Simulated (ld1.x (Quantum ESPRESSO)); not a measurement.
# Transferability test, ultrasoft potential for gallium (Ga)

Ga, ultrasoft, made with ld1.x (Quantum ESPRESSO) 7.5 (PBE, scalar-relativistic). Core [Ar], reference 3d10 4s2 4p1. Waves: 4s (bound): rcut 1.30, rcutus 1.70 bohr; 4s channel at 0.05 Ry: rcut 1.30, rcutus 1.70 bohr; 4p (bound): rcut 2.55, rcutus 3.15 bohr; 4p channel at 0.25 Ry: rcut 2.55, rcutus 3.15 bohr; 3d (bound): rcut 0.60, rcutus 0.70 bohr; 3d channel at 0.05 Ry: rcut 0.60, rcutus 0.70 bohr. Local part: all-electron potential smoothed inside 1.95 bohr (lloc = -2). Core correction: a·sin(br)/r model core, default radius (core density twice the valence density). Augmentation charge: PSQ, inside the norm-conserving radii.

Energies are relative to the spin-unpolarised reference configuration 3d10 4s2 4p1; without spin polarisation the order of configurations can differ from experiment.

```tsv
valence configuration	charge	ΔE all-electron (eV)	error AE − PS (meV)
3d10 4s2 4p0	+1	5.688	-4.1
3d10 4s1 4p0	+2	26.816	-12
3d10 4s0 4p0	+3	58.088	-23
3d9 4s2 4p2	0	20.315	-352
3d10 4s1 4p1	+1	13.060	+0.4
```

**Question.** What are ΔE and the potential's error for 3d9 4s0 4p0?

**Answer.** ΔE = 121.965 eV all-electron; the error (AE − PS) is -365 meV.

**Question.** What are ΔE and the potential's error for 3d10 4s2 4p0.5?

**Answer.** ΔE = 2.030 eV all-electron; the error (AE − PS) is -0.7 meV.
